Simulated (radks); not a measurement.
Species: Ce7+. Configuration: [Kr] 4d10 5s2 5p3.

Method: Dirac Kohn-Sham, LDA (Slater exchange, Perdew-Wang correlation), spin-unpolarised, spherical densities, finite nucleus; open shells fill j = l - 1/2 first; Fermi nuclear charge, rms radius 4.8771 fm; computed with a radial shooting solver on a logarithmic mesh with Libxc functionals.

Energy parts (hartree):
| part | energy |
|---|---|
| total | -8846.6911 |
| kinetic | 9489.4043 |
| electron-nucleus | -21378.4361 |
| Hartree | 3242.4959 |
| exchange-correlation | -200.1552 |

Orbitals (lengths in bohr, moments of r in powers of bohr; <r^-3> diverges for s and p1/2; r(90%) holds 90 % of the orbital's charge):
orbital,occ.,eigenvalue (hartree),r(90%),<r^4>,<r^-3>
1s1/2,2,-1480.468,0.0443,1.781e-06,-
2s1/2,2,-239.9490,0.163,0.0002930,-
2p1/2,2,-226.8563,0.145,0.0001841,-
2p3/2,4,-210.4660,0.153,0.0002296,7081
3s1/2,2,-54.43163,0.410,0.01197,-
3p1/2,2,-48.87231,0.403,0.01112,-
3p3/2,4,-45.65248,0.420,0.01314,1428
3d3/2,4,-35.88902,0.394,0.01005,234.3
3d5/2,6,-35.19697,0.399,0.01058,213.1
4s1/2,2,-13.72542,0.911,0.2992,-
4p1/2,2,-11.65204,0.948,0.3472,-
4p3/2,4,-10.94404,0.986,0.4065,315.2
4d3/2,4,-7.52119,1.09,0.5948,43.55
4d5/2,6,-7.39493,1.10,0.6240,39.27
5s1/2,2,-4.47873,1.97,6.524,-
5p1/2,2,-3.82158,2.12,8.806,-
5p3/2,1,-3.67618,2.19,10.03,65.28

The highest occupied level is 5p3/2 at -100.03 eV. Summed over all electrons, <r^2> = 23.72 bohr^2, which gives a Langevin (diamagnetic) susceptibility term of -18.8 x 10^-6 cm^3/mol. For comparison, the ionisation energy in NIST's Atomic Spectra Database is 106 eV (theoretical). In exact Kohn-Sham theory the highest level is minus the ionisation energy, but local and semilocal functionals leave it too shallow, through self-interaction and a potential that decays too fast; potentials with the right tail come closer. The electron density at the nucleus is 3.815e+05 e/bohr^3.

Beside tabulated values, note that spin-unpolarised runs miss the spin-polarisation part of the exchange energy of open shells.
